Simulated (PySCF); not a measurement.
I4Ti, charge -1, doublet, geometry from GFN2-xTB (such geometries of metal compounds can be far from the true shape) (the multiplicity is a formal guess) (core potentials on I); DF-PBE0/def2-SVP in PySCF.

The PySCF input:
```python
from pyscf import gto, scf, dft

mol = gto.M(
    atom='''
Ti    0.000000    0.000000   -0.000000
I     2.139897   -0.608147   -1.527895
I     0.804599    0.451433    2.536197
I    -1.198642    2.214401   -0.971159
I    -1.745854   -2.057688   -0.037143
''',
    basis='def2-svp',
    ecp={'I': 'def2-svp'},
    charge=-1,
    spin=1,
    verbose=4,
)

mf = dft.UKS(mol)
mf.xc = 'pbe0'
mf = mf.density_fit(auxbasis='def2-universal-jkfit')
mf.kernel()
mf.analyze()
```

It wrote (shortened):

```
PySCF version 2.14.0

[INPUT] verbose = 4
[INPUT] num. atoms = 5
[INPUT] num. electrons = 123
[INPUT] charge = -1
[INPUT] spin (= nelec alpha-beta = 2S) = 1
[INPUT] symmetry False subgroup None
[INPUT] Mole.unit = angstrom
[INPUT] Symbol           X                Y                Z      unit          X                Y                Z       unit  Magmom
[...]
nuclear repulsion = 881.651024968828
number of shells = 51
number of NR pGTOs = 317
number of NR cGTOs = 135
basis = def2-svp
ecp = {'I': 'def2-svp'}

******** <class 'pyscf.df.df_jk.DFUKS'> ********
method = DFUKS
initial guess = minao
damping factor = 0
level_shift factor = 0
DIIS = <class 'pyscf.scf.diis.CDIIS'>
diis_start_cycle = 1
diis_space = 8
diis_damp = 0
SCF conv_tol = 1e-09
SCF conv_tol_grad = None
SCF max_cycles = 50
direct_scf = False
number electrons alpha = 62  beta = 61
XC library pyscf.dft.libxc version 7.1.2
    S. Lehtola, C. Steigemann, M. J. T. Oliveira, and M. A. L. Marques,  SoftwareX 7, 1–5 (2018)
XC functionals = pbe0
    C. Adamo and V. Barone,  J. Chem. Phys. 110, 6158 (1999)
    M. Ernzerhof and G. E. Scuseria,  J. Chem. Phys. 110, 5029 (1999)
radial grids:
    Treutler-Ahlrichs [JCP 102, 346 (1995); DOI:10.1063/1.469408] (M4) radial grids

becke partition: Becke, JCP 88, 2547 (1988); DOI:10.1063/1.454033
pruning grids: <function nwchem_prune>
grids dens level: 3
symmetrized grids: False
atomic radii adjust function: <function treutler_atomic_radii_adjust>
small_rho_cutoff = 0
Set gradient conv threshold to 3.16228e-05
tot grids = 108736
******** <class 'pyscf.df.df.DF'> ********
auxbasis = def2-universal-jkfit
init E= -1913.47533186891

cycle= 1 E= -2034.92587710449  delta_E= -121  |g|= 3.99  |ddm|= 11.8

cycle= 2 E= -2017.26906809671  delta_E= 17.7  |g|= 5.99  |ddm|= 10.5
cycle= 3 E= -2035.09359466336  delta_E= -17.8  |g|= 3.04  |ddm|= 9.47
cycle= 4 E= -2040.2740329114  delta_E= -5.18  |g|= 0.368  |ddm|= 7.93
cycle= 5 E= -2040.30503246383  delta_E= -0.031  |g|= 0.275  |ddm|= 0.772
cycle= 6 E= -2040.35700057004  delta_E= -0.052  |g|= 0.0466  |ddm|= 0.365
cycle= 7 E= -2040.35846297317  delta_E= -0.00146  |g|= 0.00988  |ddm|= 0.0619
cycle= 8 E= -2040.35856206216  delta_E= -9.91e-05  |g|= 0.00189  |ddm|= 0.0178
cycle= 9 E= -2040.35857988991  delta_E= -1.78e-05  |g|= 0.00104  |ddm|= 0.0112
cycle= 10 E= -2040.35858797535  delta_E= -8.09e-06  |g|= 0.00072  |ddm|= 0.0085
cycle= 11 E= -2040.35859193685  delta_E= -3.96e-06  |g|= 0.000633  |ddm|= 0.00474
cycle= 12 E= -2040.35859475334  delta_E= -2.82e-06  |g|= 0.00063  |ddm|= 0.0034
cycle= 13 E= -2040.35860096466  delta_E= -6.21e-06  |g|= 0.000627  |ddm|= 0.00752
cycle= 14 E= -2040.35868375537  delta_E= -8.28e-05  |g|= 0.00112  |ddm|= 0.113
cycle= 15 E= -2040.35864382962  delta_E= 3.99e-05  |g|= 0.000586  |ddm|= 0.0593
cycle= 16 E= -2040.35864285235  delta_E= 9.77e-07  |g|= 0.00968  |ddm|= 0.293
cycle= 17 E= -2040.35869098834  delta_E= -4.81e-05  |g|= 0.00701  |ddm|= 0.0396
cycle= 18 E= -2040.35869716949  delta_E= -6.18e-06  |g|= 0.00648  |ddm|= 0.00175
cycle= 19 E= -2040.35873353822  delta_E= -3.64e-05  |g|= 0.000486  |ddm|= 0.0812
cycle= 20 E= -2040.35873326376  delta_E= 2.74e-07  |g|= 0.0021  |ddm|= 0.0685
cycle= 21 E= -2040.35873758338  delta_E= -4.32e-06  |g|= 0.000765  |ddm|= 0.00943
cycle= 22 E= -2040.35873846484  delta_E= -8.81e-07  |g|= 1.93e-05  |ddm|= 0.0101
cycle= 23 E= -2040.35873845522  delta_E= 9.63e-09  |g|= 0.00014  |ddm|= 0.00366
cycle= 24 E= -2040.35873847731  delta_E= -2.21e-08  |g|= 6.06e-06  |ddm|= 0.00141
cycle= 25 E= -2040.35873847756  delta_E= -2.46e-10  |g|= 4.34e-06  |ddm|= 0.000136
Extra cycle  E= -2040.35873847771  delta_E= -1.46e-10  |g|= 4.29e-06  |ddm|= 2.66e-05
converged SCF energy = -2040.35873847771  <S^2> = 0.76147527  2S+1 = 2.0114425
**** SCF Summaries ****
Total Energy =                       -2040.358738477705629
Nuclear Repulsion Energy =             881.651024968828438
One-electron Energy =                -5015.683831017971897
Two-electron Energy =                 2093.674067571437718
Two-electron Coulomb Energy =         2224.812575688551533
DFT Exchange-Correlation Energy =     -131.138508117113901
**** MO energy ****
                             alpha | beta                alpha | beta
[...]
spin_pop of  0 Ti 1s        0.00000
spin_pop of  0 Ti 2s       -0.00000
spin_pop of  0 Ti 3s        0.00020
spin_pop of  0 Ti 4s        0.01478
spin_pop of  0 Ti 5s        0.00212
spin_pop of  0 Ti 2px      -0.00000
spin_pop of  0 Ti 2py      -0.00000
spin_pop of  0 Ti 2pz      -0.00000
spin_pop of  0 Ti 3px       0.00001
spin_pop of  0 Ti 3py       0.00001
spin_pop of  0 Ti 3pz       0.00002
spin_pop of  0 Ti 4px       0.00300
spin_pop of  0 Ti 4py       0.00513
spin_pop of  0 Ti 4pz       0.00511
spin_pop of  0 Ti 3dxy      0.10724
spin_pop of  0 Ti 3dyz      0.65103
spin_pop of  0 Ti 3dz^2     0.13365
spin_pop of  0 Ti 3dxz      0.07138
spin_pop of  0 Ti 3dx2-y2    0.09942
spin_pop of  0 Ti 4dxy     -0.00260
spin_pop of  0 Ti 4dyz      0.00140
spin_pop of  0 Ti 4dz^2    -0.00128
spin_pop of  0 Ti 4dxz     -0.00218
spin_pop of  0 Ti 4dx2-y2   -0.00109
spin_pop of  0 Ti 4f-3     -0.00001
spin_pop of  0 Ti 4f-2     -0.00003
spin_pop of  0 Ti 4f-1     -0.00003
spin_pop of  0 Ti 4f+0     -0.00003
spin_pop of  0 Ti 4f+1     -0.00004
spin_pop of  0 Ti 4f+2     -0.00005
spin_pop of  0 Ti 4f+3     -0.00004
spin_pop of  1 I 4s        0.00000
spin_pop of  1 I 5s        0.00025
spin_pop of  1 I 6s       -0.00022
spin_pop of  1 I 7s       -0.00012
spin_pop of  1 I 4px       0.00001
spin_pop of  1 I 4py      -0.00029
spin_pop of  1 I 4pz       0.00012
spin_pop of  1 I 5px      -0.00117
spin_pop of  1 I 5py      -0.00004
spin_pop of  1 I 5pz       0.00005
spin_pop of  1 I 6px      -0.00085
spin_pop of  1 I 6py      -0.01974
spin_pop of  1 I 6pz       0.01430
spin_pop of  1 I 7px      -0.01527
spin_pop of  1 I 7py      -0.00015
spin_pop of  1 I 7pz       0.00008
spin_pop of  1 I 4dxy      0.00022
spin_pop of  1 I 4dyz      0.00014
spin_pop of  1 I 4dz^2     0.00026
spin_pop of  1 I 4dxz      0.00019
spin_pop of  1 I 4dx2-y2    0.00000
spin_pop of  1 I 5dxy      0.00001
spin_pop of  1 I 5dyz     -0.00004
spin_pop of  1 I 5dz^2    -0.00011
spin_pop of  1 I 5dxz     -0.00003
spin_pop of  1 I 5dx2-y2    0.00023
spin_pop of  2 I 4s        0.00000
spin_pop of  2 I 5s        0.00025
spin_pop of  2 I 6s       -0.00024
spin_pop of  2 I 7s       -0.00013
spin_pop of  2 I 4px       0.00002
spin_pop of  2 I 4py      -0.00019
spin_pop of  2 I 4pz       0.00012
spin_pop of  2 I 5px      -0.00174
spin_pop of  2 I 5py      -0.00003
spin_pop of  2 I 5pz       0.00005
spin_pop of  2 I 6px      -0.00127
spin_pop of  2 I 6py      -0.01395
spin_pop of  2 I 6pz       0.01474
spin_pop of  2 I 7px      -0.02062
spin_pop of  2 I 7py      -0.00000
spin_pop of  2 I 7pz       0.00010
spin_pop of  2 I 4dxy      0.00077
spin_pop of  2 I 4dyz      0.00032
spin_pop of  2 I 4dz^2     0.00018
spin_pop of  2 I 4dxz      0.00003
spin_pop of  2 I 4dx2-y2   -0.00000
spin_pop of  2 I 5dxy      0.00013
spin_pop of  2 I 5dyz     -0.00010
spin_pop of  2 I 5dz^2    -0.00009
spin_pop of  2 I 5dxz     -0.00002
spin_pop of  2 I 5dx2-y2    0.00005
spin_pop of  3 I 4s        0.00000
spin_pop of  3 I 5s        0.00025
spin_pop of  3 I 6s       -0.00022
spin_pop of  3 I 7s       -0.00012
spin_pop of  3 I 4px       0.00002
spin_pop of  3 I 4py      -0.00018
spin_pop of  3 I 4pz      -0.00032
spin_pop of  3 I 5px       0.00034
spin_pop of  3 I 5py      -0.00003
spin_pop of  3 I 5pz      -0.00005
spin_pop of  3 I 6px       0.00025
spin_pop of  3 I 6py      -0.01261
spin_pop of  3 I 6pz      -0.02044
spin_pop of  3 I 7px       0.01031
spin_pop of  3 I 7py      -0.00002
spin_pop of  3 I 7pz      -0.00018
spin_pop of  3 I 4dxy      0.00047
spin_pop of  3 I 4dyz      0.00038
spin_pop of  3 I 4dz^2     0.00018
spin_pop of  3 I 4dxz      0.00015
spin_pop of  3 I 4dx2-y2   -0.00000
spin_pop of  3 I 5dxy      0.00004
spin_pop of  3 I 5dyz      0.00006
spin_pop of  3 I 5dz^2     0.00001
spin_pop of  3 I 5dxz     -0.00008
spin_pop of  3 I 5dx2-y2    0.00003
spin_pop of  4 I 4s        0.00000
spin_pop of  4 I 5s        0.00025
spin_pop of  4 I 6s       -0.00022
spin_pop of  4 I 7s       -0.00012
spin_pop of  4 I 4px       0.00001
spin_pop of  4 I 4py      -0.00022
spin_pop of  4 I 4pz      -0.00030
spin_pop of  4 I 5px       0.00047
spin_pop of  4 I 5py      -0.00003
spin_pop of  4 I 5pz      -0.00005
spin_pop of  4 I 6px       0.00034
spin_pop of  4 I 6py      -0.01496
spin_pop of  4 I 6pz      -0.01939
spin_pop of  4 I 7px       0.01159
spin_pop of  4 I 7py      -0.00009
spin_pop of  4 I 7pz      -0.00015
spin_pop of  4 I 4dxy      0.00047
spin_pop of  4 I 4dyz      0.00006
spin_pop of  4 I 4dz^2     0.00044
spin_pop of  4 I 4dxz      0.00029
spin_pop of  4 I 4dx2-y2   -0.00000
spin_pop of  4 I 5dxy      0.00008
spin_pop of  4 I 5dyz     -0.00004
spin_pop of  4 I 5dz^2     0.00009
spin_pop of  4 I 5dxz     -0.00003
spin_pop of  4 I 5dx2-y2   -0.00007
In total            62.00000 | 61.00000

WARN: System has nonzero charge -1; the dipole moment is origin-dependent.
Location of origin: [0. 0. 0.]

Dipole moment(X, Y, Z, Debye):  0.00031,  0.00007, -0.00088
```
